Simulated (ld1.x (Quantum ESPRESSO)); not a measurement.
# Tl, TM: configuration errors across variants

- Element: thallium
- Generator: ld1.x (Quantum ESPRESSO) 7.5
- Type: norm-conserving Troullier–Martins (Kleinman–Bylander form)
- Functional: LDA (PZ)
- Relativity: scalar-relativistic
- Frozen core: [Xe] 4f14
- Valence charge: 13
- Reference configuration: 5d10 6s2 6p1
- Partial waves: 6s (bound): rc 1.95 bohr; 6p (bound): rc 2.75 bohr; 5d (bound): rc 1.50 bohr
- Local potential: the d channel
- Core correction: Bessel-smoothed model core inside 1.05 bohr

All-electron excitation energies from the reference (eV): (1) 5d10 6s2 6p0 5.409; (2) 5d10 6s1 6p0 26.609; (3) 5d10 6s0 6p0 57.209; (4) 5d10 6s1 6p1 13.788; (5) 5d10 6s2 6p1.3 -0.551; (6) 5d10 6s2 6p1 spin -0.114; (7) 5d10 6s1 6p0 spin 26.424.

Spin tests fill each open shell by Hund’s rule, majority spin first.

The overlap operator is not positive definite (basis up to 400 Ry) in “type ultrasoft; waves now 6s (bound): rcut 1.70, rcutus 1.95 bohr; 6s channel at -0.3 Ry: rcut 1.70, rcutus 1.95 bohr; 6p (bound): rcut 2.40, rcutus 2.75 bohr; 6p channel at 3.5 Ry: rcut 2.40, rcutus 2.75 bohr; 5d (bound): rcut 1.30, rcutus 1.50 bohr; 5d channel at -0.35 Ry: rcut 1.30, rcutus 1.50 bohr; local potential all-electron potential smoothed inside 1.15 bohr (lloc = -1); augmentation built from norm-conserving waves at rcut, not smoothed further”. Such files are unfit for use, however small their errors in these radial tests.

Tests that are not counted but printed errors over 1 eV. “base”: 5d9 6s2 6p2 (solver errors, printed error -13.0 eV). “all radii but the core radius scaled by about 1.13 (s 2.20, p 3.12, d 1.70 bohr)”: 5d9 6s2 6p2 (solver errors, printed error -1263 eV); 5d9 6s2 6p1 (solver errors, printed error -1.1 eV). “core correction Bessel-smoothed model core inside 1.44 bohr”: 5d9 6s2 6p2 (solver errors, printed error -13.0 eV); 5d9 6s2 6p1 (solver errors, printed error -1.2 eV). “wave 6p (bound): rc 2.75 bohr becomes 6p (bound): rc 2.66 bohr”: 5d9 6s2 6p2 (solver errors, printed error -13.0 eV). “wave 5d (bound): rc 1.50 bohr becomes 5d (bound): rc 2.10 bohr”: 5d9 6s2 6p2 (solver errors, printed error -1070 eV); 5d9 6s2 6p1 (solver errors, printed error -3.6 eV); 1 more.

3 further variants failed, have other tests or another functional or relativity, and are left out.

A true bound ghost makes a file unfit for plane-wave use even where its test errors are small: the radial tests pick states by their node count and pass the ghost by. Where a test does run into it, the solver fails or the error is huge.

Errors AE − PS in meV (a dash: test not solved or not reliable):

| change | (1) | (2) | (3) | (4) | (5) | (6) | (7) | bound ghosts |
| --- | --- | --- | --- | --- | --- | --- | --- | --- |
| base | -4.4 | -23 | -69 | -11 | +0.2 | +0.4 | -23 | s, p |
| all radii but the core radius scaled by about 1.13 (s 2.20, p 3.12, d 1.70 bohr) | -4.5 | -26 | -77 | -9.9 | +0.2 | 0.0 | -26 | s, p |
| core correction Bessel-smoothed model core inside 1.44 bohr | -4.4 | -23 | -68 | -11 | +0.2 | +0.4 | -23 | s, p |
| local potential the s channel | -4.4 | -23 | -74 | -5.8 | +0.4 | +0.4 | -24 | none |
| wave 6p (bound): rc 2.75 bohr becomes 6p (bound): rc 2.66 bohr | -4.4 | -23 | -68 | -11 | +0.2 | +0.4 | -23 | s, p |
| type ultrasoft; waves now 6s (bound): rcut 1.70, rcutus 1.95 bohr; 6s channel at -0.3 Ry: rcut 1.70, rcutus 1.95 bohr; 6p (bound): rcut 2.40, rcutus 2.75 bohr; 6p channel at 3.5 Ry: rcut 2.40, rcutus 2.75 bohr; 5d (bound): rcut 1.30, rcutus 1.50 bohr; 5d channel at -0.35 Ry: rcut 1.30, rcutus 1.50 bohr; local potential all-electron potential smoothed inside 1.15 bohr (lloc = -1); augmentation built from norm-conserving waves at rcut, not smoothed further | -4.7 | -20 | -53 | -25 | 0.0 | +0.4 | -21 | s (p not tested, overlap not positive) |
| wave 5d (bound): rc 1.50 bohr becomes 5d (bound): rc 2.10 bohr | -4.4 | -23 | -68 | – | +0.2 | +0.3 | -23 | s, p |
| wave 6p (bound): rc 2.75 bohr becomes 6p (bound): rc 2.48 bohr | -4.3 | -23 | -68 | -11 | +0.2 | +0.4 | -23 | s, p |

(1) Give the same row for: wave 6s (bound): rc 1.95 bohr becomes 6s (bound): rc 1.50 bohr.

Results:

(1) -5.5, -22, -56, –, +0.2, +0.3, -21; bound ghosts: s, p. Not counted: 5d9 6s2 6p2 (solver errors, printed error -1092 eV); 5d9 6s2 6p1 (solver errors, printed error -3.6 eV); 1 more.
